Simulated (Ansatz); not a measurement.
The same carbene extrusion along the group N, As, Sb.

Computed with Ansatz on PBE0-D4/def2-TZVP structures; ΔE is electronic, products minus reactants. CBS: MP2 limit from def2 TZ/QZ plus the TZ coupled-cluster correction, frozen cores. This one scheme is used for every species. Functionals use def2-TZVPP. Triplets are unrestricted, without spin–orbit coupling. Elements past krypton have def2 core potentials. For As, Sb outer-core shells are correlated without core-valence functions, which leaves a few kJ/mol of doubt a bond. Scalar relativity is left out up to krypton.

| reaction | HF/CBS(def2) (eV) | ωB97M-V (eV) | MP2/CBS(def2) (eV) | PBE-D4 (eV) | CCSD(T)/CBS(def2) (eV) |
| --- | --- | --- | --- | --- | --- |
| `CN(C)[SiH3]` → `[CH2]` (triplet) + `CN[SiH3]` | 2.68 | 4.26 | 4.36 | 4.32 | 4.23 |
| `C[As](C)[SiH3]` → `[CH2]` (triplet) + `C[AsH][SiH3]` | 3.06 | 4.68 | 4.85 | 4.72 | 4.67 |
| `[CH3][Sb]([CH3])[SiH3]` → `[CH2]` (triplet) + `[CH3][SbH][SiH3]` | 3.09 | 4.72 | 4.95 | 4.77 | 4.76 |

Largest T1 diagnostic: 0.013, for `[CH3][SbH][SiH3]`.
